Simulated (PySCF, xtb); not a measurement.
C2H5FZn, SMILES C[CH2][Zn][F]. One conformer was computed; it need not be the lowest.

Harmonic wavenumbers (cm⁻¹) from GFN2-xTB (xtb) at its own minimum, in rising order: 36, 44, 208, 212, 381, 458, 658, 941, 992, 1059, 1195, 1222, 1410, 1463, 1483, 1485, 2987, 3008, 3018, 3026, 3030.

Problem. What does B3LYP-D3(BJ)/def2-SVP (PySCF) give at its own minimum? (An estimate is asked for; the answer gives what the named calculation found.)

Solution. 95, 120, 249, 250, 509, 646, 698, 945, 969, 1034, 1213, 1247, 1400, 1439, 1475, 1481, 3014, 3035, 3079, 3084, 3105. Paired by order, the mean absolute difference is 46 cm⁻¹ and the zero-point energies are 40.5 and 41.6 kcal/mol.
